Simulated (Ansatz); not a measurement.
`BO[SiH](O)F` + CH₄ → `BO[SiH](C)F` + H₂O  (formal exchange of groups at the Si–O bond)

Gas-phase electronic energies from Ansatz, PBE0-D4/def2-TZVP geometries. CCSD(T)/CBS adds triple-zeta CCSD(T) − MP2 to the extrapolated MP2 energy (def2 sets, frozen cores). This one scheme is used for every species. Functionals use def2-TZVPP. B3LYP here is the variant with VWN-RPA as its local correlation; programs differ in this. One conformer a species, not always the lowest.

`BO[SiH](O)F`:

```xyz
9

B     0.033    0.453    1.833
O     0.277    0.661    0.521
Si   -0.222   -0.089   -0.839
O     1.113   -0.674   -1.543
F    -0.905    0.999   -1.771
H     0.555    1.184    2.624
H    -0.691   -0.445    2.175
H    -1.235   -1.117   -0.548
H     1.075   -0.972   -2.453
```

CH₄:

```xyz
5

C     0.000    0.000    0.000
H    -0.264   -0.893    0.567
H     0.401   -0.291   -0.970
H     0.751    0.569    0.547
H    -0.888    0.615   -0.144
```

`BO[SiH](C)F`:

```xyz
11

B    -1.964    0.055   -1.188
O    -0.944   -0.440   -0.458
Si    0.064    0.247    0.651
C     1.774   -0.375    0.378
F    -0.447   -0.219    2.087
H    -2.558   -0.697   -1.908
H    -2.250    1.221   -1.111
H    -0.069    1.721    0.593
H     1.798   -1.466    0.424
H     2.143   -0.066   -0.604
H     2.455    0.018    1.136
```

H₂O:

Z-matrix (Å, degrees):
```
O
H 1 0.960
H 1 0.960 2 105.1
```

Question: Is it downhill or uphill in electronic energy at CCSD(T)/CBS, and by how much? (Best estimate.)

Answer: Ansatz gave: Uphill: ΔE = +1.14 eV.

Question: What do these levels give: PBE-D4, B3LYP, MP2/def2-TZVPP, SCS-MP2/def2-TZVPP, MP2/def2-QZVPP, HF/CBS(def2)? (Best estimate.)

Answer: Ansatz gave: PBE-D4 1.06, B3LYP 1.21, MP2/def2-TZVPP 1.17, SCS-MP2/def2-TZVPP 1.20, MP2/def2-QZVPP 1.16, HF/CBS(def2) 1.34 eV.

Largest T1 diagnostic among the species: 0.013.

In def2-TZVPP, CCSD(T) changes the Hartree–Fock value by −0.17 eV (the triples alone add −0.02 eV) and MP2 by −0.16 eV.
